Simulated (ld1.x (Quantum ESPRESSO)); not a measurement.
**PBE TM dataset for copper (Cu), fully relativistic all-electron reference.**

Cu (Z = 29), norm-conserving Troullier–Martins (Kleinman–Bylander form), made with ld1.x (Quantum ESPRESSO) 7.5 (PBE, fully relativistic). Core [Ne], reference 3s2 3p6 3d9.5 4s0 4p0 (charge +1.5). Waves: 3s (bound): rc 0.85 bohr; 3p (bound): rc 0.30 bohr; 3d (bound): rc 0.70 bohr. Local part: all-electron potential smoothed inside 0.30 bohr (lloc = -1). Core correction: none.

Open shells are filled in proportion to 2j + 1 (rel_dist='average').

Calculated quality:

| Item | Value |
| --- | --- |
| Largest excitation error | +44 meV (all-electron minus pseudo) for 3s2 3p6 3d9 4s1 4p0, out of 7 test configurations |

A Bessel basis up to 400 Ry misses an occupied level by 4.14 Ry, so cutoffs and ghosts were not judged.

Generation and tests took about 5.7 s on one core of a shared server CPU.
